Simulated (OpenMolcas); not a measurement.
Ru III.

| Item | Value |
| --- | --- |
| Program | OpenMolcas |
| Method | CASSCF |
| Basis | ANO-RCC-VTZP [7s6p4d2f1g] |
| Scalar Hamiltonian | DKH2, point nucleus |
| Active space | 6 electrons in 10 orbitals (4d 5d) |
| State averaging | 2S+1 = 5 even, 5 roots; 2S+1 = 3 even, 45 roots; 2S+1 = 1 even, 49 roots |
| Spin-orbit coupling | RASSI with atomic mean-field integrals over the reference wave functions, term energies averaged over their components |

Levels without dynamic correlation, in cm-1 above 4d6 5D4:

```
     Level      E
   4d6 3H6  17503
4d6 3P2(1)  18600
   4d6 3G5  22204
```

On this reference, MS-CASPT2, IPEA 0.25 Eh, imaginary shift 0.1 Eh (closed shells correlated: 4s 4p) puts 4d6 3H6 at 16270 cm-1.

Estimate the other levels at that method by one scale factor, and say how well it serves.

The factor is 16270 / 17503 = 0.930. Scaled values beside those that MS-CASPT2 gives:
```
     Level  Scaled  MS-CASPT2  Miss (%)
4d6 3P2(1)   17298      15930      +8.6
   4d6 3G5   20650      19820      +4.2
```
For these levels the scaled values miss MS-CASPT2 by up to 8.6 %, as correlation changes each term by its own factor, spin-orbit parts do not scale and CASPT2 has its own spread within terms. This holds within one configuration; levels of others move differently, and the target method has errors of its own against measurement.

CASPT2 does not keep the components of a term degenerate, so their means are used; among the terms shown or strongly mixed into the levels shown the widest spread is 290 cm-1 (4d6 3G, MS-CASPT2). Active for correlation alone: 5d; no level in the range computed is led by a configuration that fills it, so any true level of that kind is missing. Without dynamic correlation excited terms often stand tens of per cent too high (terms of higher spin than the ground term too low), and those without a measured partner can miss by more than the paired ones (holds for CASSCF). Levels of configurations outside the active space are missing.

A number in round brackets counts repeated terms of one configuration in the order of the reference energies.
